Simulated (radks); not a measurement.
All-electron atom: the palladium ion Pd3+ in [Ar] 3d10 4s2 4p(1/2: 2, 3/2: 4) 4d7.

Calculated with a radial shooting solver on a logarithmic mesh with Libxc functionals: Dirac Kohn-Sham, PBE, spin-unpolarised, spherical densities, finite nucleus; open shells fill j = l - 1/2 first; Fermi nuclear charge, rms radius 4.5318 fm.

Energy parts (hartree):
part                        energy
total                  -5044.50611
kinetic                 5269.06251
electron-nucleus      -12163.80178
Hartree                 1993.12061
exchange-correlation    -142.88745

Orbitals (lengths in bohr, moments of r in powers of bohr):
orbital,occ.,eigenvalue (hartree),<r>,<1/r>,<r^4>
1s1/2,2,-889.0781,0.03185,48.24,4.883e-06
2s1/2,2,-131.0874,0.1380,11.09,0.0008736
2p1/2,2,-121.7024,0.1171,11.07,0.0005711
2p3/2,4,-115.8448,0.1221,10.43,0.0006544
3s1/2,2,-24.88552,0.3790,3.863,0.04159
3p1/2,2,-21.18170,0.3711,3.768,0.04152
3p3/2,4,-20.16041,0.3820,3.613,0.04632
3d3/2,4,-13.60421,0.3555,3.444,0.04296
3d5/2,6,-13.40054,0.3590,3.404,0.04448
4s1/2,2,-4.62752,0.9381,1.474,1.483
4p1/2,2,-3.47202,1.005,1.357,2.067
4p3/2,4,-3.30348,1.033,1.310,2.315
4d3/2,4,-1.54037,1.299,1.022,7.076
4d5/2,3,-1.51924,1.312,1.011,7.365

The highest occupied level is 4d5/2 at -41.341 eV. The density falls to 0.001 e/bohr^3 at r = 3.13 bohr.
